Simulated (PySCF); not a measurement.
Sn(H)(F)(Me)2 (C2H7FSn), SMILES [F][SnH]([CH3])[CH3]. Geometry optimised at PBE-D3(BJ)/def2-SVP. The def2 effective core potentials stand for the cores of Sn; spin–orbit coupling is left out.

Computed equilibrium geometry at PBE-D3(BJ)/def2-SVP (PySCF confirms it by a frequency run) as Cartesian coordinates in Å, and its point group:
point group Cs.
```xyz
11

Sn     0.2456     0.0193     0.0000
C     -0.4628    -0.9251     1.8096
C     -0.4628    -0.9251    -1.8096
F     -0.5738     1.8148     0.0000
H      1.9538     0.3300     0.0000
H      0.0187    -1.9151     1.9310
H     -0.2174    -0.2906     2.6820
H     -1.5597    -1.0572     1.7479
H     -0.2174    -0.2906    -2.6820
H      0.0187    -1.9151    -1.9310
H     -1.5597    -1.0572    -1.7479
```
Charge 0, spin multiplicity 1.
